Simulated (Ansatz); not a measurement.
Cs₅⁺. The state is a singlet with charge 1. Geometry r2SCAN/def2-TZVP; atoms count from 1.

Cartesian coordinates in Å:
```
Cs 4.700 -3.494 -1.430
Cs 0.973 -1.086 -3.981
Cs 0.725 -0.389 1.307
Cs -3.479 2.379 -0.489
Cs -2.920 2.589 4.593
```

In the def2 sets Cs takes a core potential; there is no spin–orbit coupling. The restricted singlet is unstable towards broken spin symmetry in Hartree–Fock (as tested in another run); at PBE0/def2-TZVP this wasn't settled. Another isomer (triplet) lies 0.03 eV lower at r2SCAN/def2-TZVP; other spin states weren't run for this one.

Q: Estimate the Mulliken populations from the PBE0/def2-TZVP orbitals of Ansatz.

A: 
| atom | charge (e) |
| --- | --- |
| Cs1 | -0.22 |
| Cs2 | 0.11 |
| Cs3 | 1.24 |
| Cs4 | 0.10 |
| Cs5 | -0.22 |
Mulliken values and Mayer orders depend strongly on the basis.

Q: And the Mayer bond orders between bonded heavy atoms (over 0.3)?

A: Cs1–Cs2 1.03 (5.12 Å); Cs4–Cs5 1.03 (5.12 Å).
